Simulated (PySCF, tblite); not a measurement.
Isomers of C6H11NSi2, one GFN2-xTB conformer each. Single-point energies are computed at PBE0/pcSseg-1 (PySCF, gas phase, no added dispersion term), electronic only.

```tsv
SMILES	GFN2-xTB relative energy (kcal/mol)
CC#C[Si@@](C)(C#N)C[SiH3]	51.1
C=CC1=C[Si@H](N[SiH3])C=C1	0.0
CC[C@H]([SiH3])[SiH2]C#CC#N	43.2
```

Conformers: `[CH3:1][C:2]#[C:3][Si@@:4]([CH3:5])([C:6]#[N:7])[CH2:8][SiH3:9]` with C3–Si4–C8–Si9 175°; `[CH2:1]=[CH:2][C:3]1=[CH:4][Si@H:5]([NH:6][SiH3:7])[CH:8]=[CH:9]1` with C1–C2–C3–C4 -179°, C4–Si5–N6–Si7 173°; `[CH3:1][CH2:2][C@H:3]([SiH3:4])[SiH2:5][C:6]#[C:7][C:8]#[N:9]` with C1–C2–C3–Si4 -173°, C2–C3–Si5–C6 171°.

Problem. What does PBE0/pcSseg-1 give for the same structures?

Solution. 
```
                     SMILES  PBE0/pcSseg-1 E (Eh)  PBE0/pcSseg-1 (kcal/mol)  GFN2-xTB (kcal/mol)  point group
 C=CC1=C[Si@H](N[SiH3])C=C1            -868.33103                       0.0                  0.0           C1
  CC#C[Si@@](C)(C#N)C[SiH3]            -868.31360                      10.9                 51.1           C1
CC[C@H]([SiH3])[SiH2]C#CC#N            -868.26445                      41.8                 43.2           C1
```

Both levels put the same isomer lowest; measured from each level's own lowest isomer, the values differ by up to 40.2 kcal/mol (CC#C[Si@@](C)(C#N)C[SiH3]: 51.1 against 10.9). As drawn, the lowest has an N–H bond and a C=C bond outside aromatic rings, which the highest lacks; the highest has a C≡N group and a C≡C bond, which the lowest lacks.

Problem. Which frontier levels, dipoles and rotational constants go with these structures?

Solution. 
```
                     SMILES  HOMO (eV, PBE0/pcSseg-1)  LUMO (eV)  dipole (D)       A, B, C (MHz)
 C=CC1=C[Si@H](N[SiH3])C=C1                     -6.44      -1.80        0.96  4014, 495.4, 469.0
  CC#C[Si@@](C)(C#N)C[SiH3]                     -7.95      -0.36        4.78  1521, 591.8, 521.7
CC[C@H]([SiH3])[SiH2]C#CC#N                     -8.40      -1.73        5.25  2154, 490.3, 415.4
```

Problem. What happens when harmonic zero-point energies from GFN2-xTB frequencies are added?

Solution. 
| SMILES | ZPE (kcal/mol) | electronic (kcal/mol) | with ZPE (kcal/mol) |
| --- | --- | --- | --- |
| C=CC1=C[Si@H](N[SiH3])C=C1 | 90.2 | 0.0 | 0.0 |
| CC#C[Si@@](C)(C#N)C[SiH3] | 89.6 | 10.9 | 10.3 |
| CC[C@H]([SiH3])[SiH2]C#CC#N | 88.5 | 41.8 | 40.1 |

The zero-point energies span 1.7 kcal/mol. The order is unchanged.
